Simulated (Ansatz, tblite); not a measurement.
Removing an electron: tetraphenylborate (C24H20B⁻). Charge -1, multiplicity 1. Geometry: PBE-D4/def2-SVP. Ansatz, gas phase; energy differences of separate SCF runs; the oxidised species was run as a doublet alone.

Cartesian coordinates in Å:
```
C 1.068 -1.811 3.992
C 1.849 -2.077 2.855
C 1.532 -1.478 1.625
C 0.441 -0.590 1.471
B 0.000 0.000 0.000
C -1.009 -1.165 -0.576
C -0.524 -2.292 -1.282
C -1.360 -3.349 -1.679
C -2.731 -3.319 -1.374
C -3.241 -2.222 -0.660
C -2.391 -1.175 -0.271
C 1.286 0.277 -0.988
C 2.527 0.740 -0.489
C 3.595 1.090 -1.331
C 3.456 0.993 -2.726
C 2.232 0.552 -3.255
C 1.175 0.206 -2.397
C -0.717 1.477 0.093
C -1.669 1.908 -0.863
C -2.203 3.207 -0.862
C -1.794 4.138 0.107
C -0.839 3.748 1.060
C -0.316 2.445 1.044
C -0.334 -0.356 2.633
C -0.032 -0.947 3.871
H 1.312 -2.277 4.961
H 2.712 -2.761 2.927
H 2.154 -1.709 0.744
H 0.550 -2.343 -1.525
H -0.938 -4.206 -2.230
H -3.393 -4.144 -1.684
H -4.314 -2.185 -0.403
H -2.814 -0.329 0.296
H 2.657 0.832 0.602
H 4.545 1.443 -0.896
H 4.290 1.264 -3.393
H 2.099 0.478 -4.348
H 0.220 -0.129 -2.837
H -1.999 1.197 -1.638
H -2.945 3.497 -1.625
H -2.210 5.159 0.115
H -0.497 4.469 1.823
H 0.439 2.165 1.798
H -1.208 0.312 2.561
H -0.663 -0.733 4.751
```

The xTB rows come from tblite. Single mean-field runs in def2-TZVP are fitted with def2-universal-jkfit. HOMO above LUMO, or a gap near zero within one spin, warns that the state may not be the lowest or that an electron is smeared out.

```tsv
level	−HOMO (eV)	vertical IE (eV)	−LUMO (eV)	HOMO–LUMO gap (eV)	remarks
GFN1-xTB	7.65	9.44	3.79	3.86	–
GFN2-xTB	6.23	8.13	2.61	3.61	–
PBE-D4/def2-TZVP	2.09	3.86	-1.90	3.99	gap within one spin near zero (doublet)
BLYP-D4/def2-TZVP	1.91	3.73	-2.08	3.99	gap within one spin near zero (doublet)
PBE0-D4/def2-TZVP	3.02	4.20	-2.77	5.79	–
```

  Raw xTB energy differences between charge states are shifted by several eV; the methods need an empirical correction for them.
